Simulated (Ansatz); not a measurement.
AlFH3NTe (`[NH2][Al]([F])[TeH]`), relaxed with RKS PBE0-D4/def2-TZVP in Ansatz from a PBE-D4/def2-SVP geometry. The force threshold is 0.005 eV/Å; the program also tests the step.

Charge 0, multiplicity 1. Te takes the def2 core potential.

Start:

```xyz
7

N     1.436    0.630    0.017
Al   -0.082   -0.251   -0.230
F    -0.155   -1.388   -1.467
Te   -2.126    0.151    1.217
H     2.280    0.486   -0.543
H     1.597    1.352    0.721
H    -2.949   -0.981    0.286
```

(1) How much energy does the relaxation release, and in how many steps? (Best estimate.)

(2) Which bonds change most? (Best estimate.)

(3) Give the relaxed structure. (Estimate.)

Results:

(1) The calculation gave: 0.04 eV, in 5 steps.

(2) Ansatz gave: Al2–F3 from 1.681 to 1.648 Å; Te4–H7 from 1.681 to 1.657 Å; N1–Al2 from 1.773 to 1.754 Å; Al2–Te4 from 2.536 to 2.519 Å.

(3) Computed: 
```xyz
7

N     1.426    0.624    0.013
Al   -0.076   -0.247   -0.232
F    -0.152   -1.365   -1.442
Te   -2.112    0.148    1.198
H     2.257    0.483   -0.539
H     1.581    1.330    0.713
H    -2.924   -0.974    0.289
```
